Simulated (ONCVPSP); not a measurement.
## thallium (Tl): variants of one ONCV potential

Base potential:

```
Element                 : thallium
Generator               : ONCVPSP 4.0.1
Type                    : optimised norm-conserving Vanderbilt (ONCV)
Functional              : PBE
Relativity              : scalar-relativistic
Frozen core             : [Xe] 4f14 5d10
Valence charge          : 3
Reference configuration : 6s1 6p2
Partial waves           : 6s: rc 1.90 bohr, ncon 4, nbas 7, qcut 2.9 1/bohr, 2 projectors, debl 3.6 Ha; 6p: rc 2.85 bohr, ncon 5, nbas 9, qcut 2.5 1/bohr, 2 projectors, debl 1.8 Ha; d scattering state at 0.11 Ha: rc 2.95 bohr, ncon 4, nbas 7, qcut 3.6 1/bohr, 3 projectors, debl 3.5 Ha
Local potential         : polynomial inside 1.75 bohr (lpopt 2, dvloc0 2 Ha)
Core correction         : Teter function, fcfact 2.25, rcfact 1.75
```

Cutoffs, loose and tight: the cutoffs (Ha) at which the residual kinetic energy of the hardest occupied pseudo-wave falls to 1 and 0.1 mHa per electron. They do not see the model core or the augmentation charge, which bear on the density cutoff. Test errors are all-electron minus pseudo excitation energies from the reference, over the configurations 6s2 6p1; 6s2 6p0; 6s1 6p0; 6s1 6p1. A dash means not determined; rows that change the core or the reference have their own tests. The largest error is taken over the tests solved by every variant that gives reliable tests at all: 6s1 6p0; 6s1 6p1; 6s2 6p1.

For the base: The cutoffs count occupied waves only; projector 2 of the s channel, the hardest unoccupied one, needs 42 Ha at the loose tolerance.

A true bound ghost makes a file unfit for plane-wave use even where its test errors are small: the radial tests pick states by their node count and pass the ghost by.

```tsv
change	outcome	cutoff, loose	cutoff, tight	bound ghosts	GHOST(+) flags above zero	largest test error (meV)
base	generated	10 Ha	26 Ha	none	s	-397
p: rc 2.4	generated	10 Ha	22 Ha	none	s	-392
p: rc 2.54	generated	10 Ha	28 Ha	none	s	-392
p: rc 2.88	generated	10 Ha	25 Ha	none	s	-397
p: rc 3.12	generated	10 Ha	22 Ha	none	s	-405
p: rc 3.58	generated	10 Ha	22 Ha	none	s	-422
p: rc 3.88	generated	10 Ha	22 Ha	none	s	-435
p: rc 4.08	generated	10 Ha	22 Ha	none	s	-446
```

(1) What comes out with this change to the base: p: rc 2.08?

Answers

(1) outcome: generated; cutoff, loose: 44 Ha; cutoff, tight: 59 Ha; bound ghosts: p; GHOST(+) flags above zero: s, p; largest test error (meV): -395.

Reading the sweep of the p radius (base included, trends over the rows without a ghost): The loose cutoff stays near 10 Ha. The median size of the test errors (rows with all tests solved) stays near 87.8 meV. Bound ghosts are found at 2.08 bohr.
